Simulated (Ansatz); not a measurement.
Mulliken charges of C$_{2}$H$_{5}$FGeO, SMILES `C[C@H]1[O][Ge@@H]1[F]` from PBE/def2-TZVPP in Ansatz (PBE0-D4/def2-TZVP geometry).

```tsv
atom	x (Å)	y (Å)	z (Å)	charge (e)
C1	-0.891	0.045	1.156	-0.194
C2	-0.143	0.530	-0.045	0.002
O3	1.291	0.594	0.091	-0.367
Ge4	0.859	-0.563	-1.231	0.533
F5	1.308	0.062	-2.782	-0.325
H6	-0.805	0.789	1.955	0.090
H7	-0.490	-0.897	1.533	0.075
H8	-1.950	-0.087	0.924	0.080
H9	-0.565	1.427	-0.505	0.094
H10	1.470	-1.950	-1.093	0.013
```

Q: By hand: the dipole of these point charges (1 e Å = 4.8032 D).

A: Σ q r = (-0.568, -0.440, 0.293) e Å, of length 0.776 e Å = 3.73 D.

Q: How does the dipole of the full density compare? (An estimate is asked.)

A: Computed: (-0.419, -0.335, 0.207) e Å, 2.76 D; the point charges give 1.35 times that, at 1° from its direction.

Point charges leave out the atoms' own dipoles, such as those of lone pairs, and Mulliken's split depends on the basis, so the two needn't agree.
